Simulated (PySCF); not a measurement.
CuO: from constants to spectrum

ωB97X constants of CuO, ²Π (doublet), unpaired electrons π ↑ (PySCF, no relativity, basis sets Cu def2-TZVPP, O def2-TZVPP; masses 62.9296 and 15.9949 u):

| Item | Value |
| --- | --- |
| ωe | 606.8 cm⁻¹ |
| ωexe | 3.22 cm⁻¹ |
| Be | 0.42684 cm⁻¹ |
| αe | 0.00381 cm⁻¹ |
| D (centrifugal) | 8.45e-07 cm⁻¹ |
| De to Cu (3d10 4s1) + O | 2.90 eV |

**Question.** Give the vibrational terms G(v) and spacings up to v = 6.

**Answer.** G(v) = ωe(v+½) − ωexe(v+½)².

```tsv
v	G(v) (cm⁻¹)	G(v) − G(v−1)	Bv (cm⁻¹)
0	303		0.4249
1	903	600	0.4211
2	1497	594	0.4173
3	2084	587	0.4135
4	2665	581	0.4097
5	3240	575	0.4059
6	3808	568	0.4021
```

**Question.** How well does the Morse estimate ωe²/(4ωexe) reproduce De, and what is D0?

**Answer.** It gives 3.54 eV, 122 % of the computed De. D0 = De − G(0) = 2.90 − 0.04 = 2.86 eV.

The state is the lowest single determinant that the PBE0 search found; with open d or f shells the true ground state can be another one.
